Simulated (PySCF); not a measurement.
System: triethynyl(methoxy)silane, C7H6OSi, net charge 0, singlet state. SMILES: C#C[Si](C#C)(C#C)OC
Coordinates optimised at B3LYP-D3(BJ)/def2-TZVP (Ansatz):
```xyz
15

C     -1.0470    -0.3862     2.7468
C     -0.6694    -0.2805     1.6068
Si    -0.0618    -0.1170    -0.1034
C     -0.8982    -1.3105    -1.1808
C     -1.4821    -2.0904    -1.8892
C     -0.4132     1.5833    -0.6569
C     -0.6206     2.7142    -1.0191
O      1.5351    -0.4286    -0.1791
C      2.5281     0.2992     0.5332
H     -1.3864    -0.4813     3.7505
H     -1.9933    -2.7812    -2.5162
H     -0.8101     3.7104    -1.3409
H      2.3649     0.2300     1.6119
H      2.5273     1.3518     0.2384
H      3.4956    -0.1377     0.2909
```
Charge 0, spin multiplicity 1.

Dispersion corrections to the total energy (kcal/mol) from the dftd3 and dftd4 libraries through PySCF: D3(BJ) without and D4 with the three-body term, each with the damping fitted for the functional named.

```
functional  D3(BJ)      D4
----------  ------  ------
B2GP-PLYP        ?   -4.25
PBE0         -8.33   -8.29
r2SCAN       -2.91   -2.64
TPSS        -11.86  -12.86
TPSSh       -11.13  -11.79
HF          -64.40       ?
BP86        -15.67       ?
```

### Question
Complete the blanks.

### Answer

- B2GP-PLYP, D3(BJ): -6.80
- HF, D4: -30.90
- BP86, D4: -13.31
